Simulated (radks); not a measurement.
Task: Coherent X-ray form factor from a spherical all-electron density. Method: scalar-relativistic Kohn-Sham, PBE, spin-polarised, spherical densities, finite nucleus; Fermi nuclear charge, rms radius of each element as measured or else 0.836 A^(1/3) + 0.57 fm; computed with a radial shooting solver on a logarithmic mesh with Libxc functionals.

sin(theta)/lambda (1/angstrom),f0 (electrons)
0.05,14.876
0.1,14.517
0.15,13.958
0.2,13.251
0.25,12.456
0.3,11.629
0.4,10.062
0.5,8.776
0.6,7.804
0.8,6.479
1,5.462
1.25,4.301
1.5,3.318
2,2.078

The species is in the configuration that NIST lists as its ground one. Which atom or ion scatters so?

Result: The scandium ion Sc6+, [Ne] 3s2 3p3. Extrapolating in s^2 from the first two rows gives f0(0) = 15.0, near the electron count 15; among species with that count, the fall with angle is slower the higher Z, and the table is that of Z = 21; from so few rows the species is fixed only to a neighbour or two.
